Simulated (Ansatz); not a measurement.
ClFH2HfOS (`[OH][Hf]([F])([SH])[Cl]`). The species carries charge 0 and has multiplicity 1. Hf takes the def2 core potential. Geometry: relaxed with PBE0-D4/def2-TZVP. It is one conformer, not always the lowest.

```xyz
7

O    -1.436    0.812   -0.820
Hf   -0.195   -0.230    0.152
F    -0.245   -2.058   -0.358
S     1.999    0.686   -0.398
Cl   -0.588   -0.115    2.467
H    -2.155    1.229   -1.286
H     2.620   -0.324    0.243
```

Problem. What is the dipole moment at r2SCAN/def2-TZVPP? (Best estimate.)

Solution. Computed: 2.19 D, with components (-1.55, 0.79, -1.34) D in this frame, pointing from negative to positive charge.

Problem. And with PBE, B3LYP, ωB97M-V? (Estimate.)

Solution. Computed: PBE 2.17 D, B3LYP 2.19 D, ωB97M-V 2.24 D.

Problem. Give the Mulliken charges with r2SCAN, ωB97M-V, PBE in def2-TZVPP. (An estimate is asked.)

Solution. The calculation gave: 
| atom | r2SCAN | ωB97M-V | PBE |
| --- | --- | --- | --- |
| O1 | -0.44 | -0.39 | -0.37 |
| Hf2 | 1.07 | 0.96 | 0.89 |
| F3 | -0.34 | -0.33 | -0.29 |
| S4 | -0.32 | -0.29 | -0.29 |
| Cl5 | -0.29 | -0.25 | -0.25 |
| H6 | 0.21 | 0.18 | 0.19 |
| H7 | 0.11 | 0.12 | 0.12 |

B3LYP here is the variant with VWN-RPA as its local correlation; programs differ in this.
